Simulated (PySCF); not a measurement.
H3OSi, SMILES [O][SiH3] (connectivity only; charge and spin as stated), charge -1, multiplicity 1.

Geometry optimised at B3LYP-D3(BJ)/def2-TZVPD. The multiplicity is an assumed one; other spin states were not compared. The isomer is the one that the SMILES or the coordinates give; other isomers of the formula were not compared.

Computed with ωB97X/def2-TZVPD (PySCF).

The molecule is in vacuum.

Q: Estimate the frontier levels, gap, dipole moment and polarisability. (Estimate from the structure and the level; the computed values follow.)

A: 
```
Item                                                               Value
------------------------------------------------  ----------------------
highest occupied level                                          -3.70 eV
lowest empty level                                               5.83 eV
orbital gap                                                      9.53 eV
dipole moment about the centre of nuclear charge                  2.03 D
mean static polarisability                          46.8 bohr³ (6.93 Å³)
polarisability, principal values                  45.6, 45.6, 49.1 bohr³
```
